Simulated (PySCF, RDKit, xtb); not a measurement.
Pair of molecules: NH3 (SMILES N) (first 4 atoms) with ClH3Si (SMILES [SiH3]Cl); geometry from B3LYP-D3(BJ)/def2-TZVP, rigid monomers moved along the line of their centres of mass till N1···Si5 is 4.28 Å.
(charge 0, multiplicity 1):
```xyz
9

N     -0.094    -0.075     0.312
H     -0.309     0.899     0.494
H      0.529    -0.112    -0.487
H     -0.961    -0.528     0.049
Si     0.286    -1.204     4.422
Cl    -1.468    -0.102     4.583
H      0.569    -1.679     5.797
H      1.390    -0.338     3.979
H      0.075    -2.369     3.548
```

Interaction energies are E(AB) − E(A) − E(B) at the monomers' geometry in the complex; basis-set methods are counterpoise corrected. Rows marked so take none.

Rows in 6-31G* carry no dispersion term and start afresh at each structure (6-31G* with six Cartesian d functions).

The values were computed with PySCF for 6-31G* rows; RDKit for the force fields; xtb for the GFN methods. Values without a source in brackets are computed.

### Question
One of these levels gives -67.7 meV for the interaction energy. Which one is it?
A) MMFF94
B) M06-2X/6-31G* (no counterpoise)
C) GFN1-xTB

### Answer
A, MMFF94. The others give -35.4 (GFN1-xTB), -106.8 (M06-2X/6-31G* (no counterpoise))
